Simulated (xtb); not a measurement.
xtb input (GFN1-xTB):

```bash
xtb mol.xyz --gfn 1 --sp --chrg 0 --uhf 0
```
mol.xyz:
```
6

B     -0.06182972     0.47166815    -0.08870694
O      1.18918234     0.10324504     0.28516126
O     -1.03887333    -0.47915777    -0.18887763
H     -0.26818285     1.62418419    -0.31945882
H      1.26757567    -0.84434272     0.45177029
H     -1.89271627    -0.13088037    -0.45904578
```

End of the output:

```
         :::::::::::::::::::::::::::::::::::::::::::::::::::::
         ::                     SUMMARY                     ::
         :::::::::::::::::::::::::::::::::::::::::::::::::::::
         :: total energy             -12.499533754288 Eh    ::
         :: gradient norm              0.011132603749 Eh/a0 ::
         :: HOMO-LUMO gap              7.821889394221 eV    ::
         ::.................................................::
         :: SCC energy               -12.586030856010 Eh    ::
         :: -> electrostatic           0.080271195981 Eh    ::
         :: repulsion energy           0.087371302216 Eh    ::
         :: dispersion energy         -0.000874200495 Eh    ::
         :: halogen bond corr.         0.000000000000 Eh    ::
         :: add. restraining           0.000000000000 Eh    ::
         :: total charge              -0.000000000000 e     ::
         :::::::::::::::::::::::::::::::::::::::::::::::::::::

           -------------------------------------------------
          |                Property Printout                |
           -------------------------------------------------

    * Orbital Energies and Occupations

         #    Occupation            Energy/Eh            Energy/eV
      -------------------------------------------------------------
         1        2.0000           -0.7765295             -21.1304
         2        2.0000           -0.7706246             -20.9698
         3        2.0000           -0.6453196             -17.5600
         4        2.0000           -0.6229910             -16.9524
         5        2.0000           -0.5712617             -15.5448
         6        2.0000           -0.5600385             -15.2394
         7        2.0000           -0.5315299             -14.4637
         8        2.0000           -0.5109222             -13.9029
         9        2.0000           -0.4609649             -12.5435 (HOMO)
        10                         -0.1735158              -4.7216 (LUMO)
        11                         -0.1165908              -3.1726
        12                         -0.1037474              -2.8231
        13                         -0.0578875              -1.5752
        14                          0.2077523               5.6532
        15                          0.3340124               9.0889
        16                          0.3548334               9.6555
Note: The following floating-point exceptions are signalling: IEEE_DENORMAL
normal termination of xtb
        17                          0.5413428              14.7307
        18                          0.5720122              15.5652
      -------------------------------------------------------------
                  HL-Gap            0.2874491 Eh            7.8219 eV
             Fermi-level           -0.3172403 Eh           -8.6325 eV

  Mulliken/CM5 charges         n(s)   n(p)   n(d)
     1B     0.54768  0.35620   0.821  1.631  0.000
     2O    -0.55941 -0.70202   1.680  4.879  0.000
     3O    -0.57851 -0.72656   1.683  4.896  0.000
     4H    -0.10744  0.00747   1.107  0.000  0.000
     5H     0.35465  0.53955   0.645  0.000  0.000
     6H     0.34304  0.52536   0.657  0.000  0.000

Wiberg/Mayer (AO) data.
largest (>0.10) Wiberg bond orders for each atom

 ---------------------------------------------------------------------------
     #   Z sym  total        # sym  WBO       # sym  WBO       # sym  WBO
 ---------------------------------------------------------------------------
     1   5 B    3.231 --     2 O    1.168     3 O    1.119     4 H    0.934
     2   8 O    2.095 --     1 B    1.168     5 H    0.859
     3   8 O    2.068 --     1 B    1.119     6 H    0.870
     4   1 H    0.991 --     1 B    0.934
     5   1 H    0.886 --     2 O    0.859
     6   1 H    0.901 --     3 O    0.870
 ---------------------------------------------------------------------------

Topologies differ in total number of bonds
Writing topology from bond orders to xtbtopo.mol

 dipole moment from electron density (au)
     X       Y       Z
  -0.7640  -0.2833  -0.1496  total (Debye):    2.106

           -------------------------------------------------
          | TOTAL ENERGY              -12.499533754288 Eh   |
          | GRADIENT NORM               0.011132603749 Eh/α |
          | HOMO-LUMO GAP               7.821889394221 eV   |
           -------------------------------------------------

------------------------------------------------------------------------
------------------------------------------------------------------------
 total:
 SCF:
```
